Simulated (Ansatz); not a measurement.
Ideal-gas functions of `[CH2][SiH](N)F` radical at 298.15 K and 1 bar, from an Ansatz frequency run at PBE0-D4/def2-TZVP.

Molar mass 78.14 g/mol, point group C1 (symmetry number 1), electronic degeneracy 2, moments of inertia 75.806, 82.335, 137.868 u Å². Harmonic wavenumbers (cm⁻¹, unscaled): 132, 211, 267, 301, 339, 391, 592, 707, 740, 745, 834, 879, 916, 950, 1392, 1582, 2235, 3149, 3245, 3611, 3706.

Use S(trans) = R[1.5 ln M + 2.5 ln T − 1.1517]; rotational temperatures θ = 24.2544 K / I; S(rot) = R[ln(√π/σ · √(T³/θAθBθC)) + 1.5]; for each mode x = 1.438777 ν̃/T, S = R[x/(eˣ − 1) − ln(1 − e⁻ˣ)] and H = RT x/(eˣ − 1); 1 cm⁻¹ = 0.0119627 kJ/mol; R = 8.31446 J/(mol·K).

By hand: the entropy, in J/(mol·K).

Translation 163.2. Rotation: θ = 0.32, 0.2946, 0.1759 K, giving 105.3. Vibration, mode by mode: 12.20, 8.51, 6.76, 5.91, 5.09, 4.17, 1.94, 1.25, 1.10, 1.08, 0.76, 0.64, 0.55, 0.48, 0.08, 0.03, 0.00, 0.00, 0.00, 0.00, 0.00, in all 50.5. Electronic 5.8. Sum 324.8 J/(mol·K).

By hand: H − E and G − E in kJ/mol, counted from the electronic energy.

Zero-point energy ½ × 26924 × 0.0119627 = 161.0; thermal vibration 9.2; translation, rotation and pV give 4 RT = 9.9. H − E = 180.1 kJ/mol, and G − E = 180.1 − 298.15 × 324.8/1000 = 83.3 kJ/mol.

Vibration gives 16 % of the entropy, 12.2 J/(mol·K) of it from the mode under 150 cm⁻¹: soft modes count most, and the harmonic formula is weakest for them. The sum counts one conformer and one mirror image; others add a mixing term.
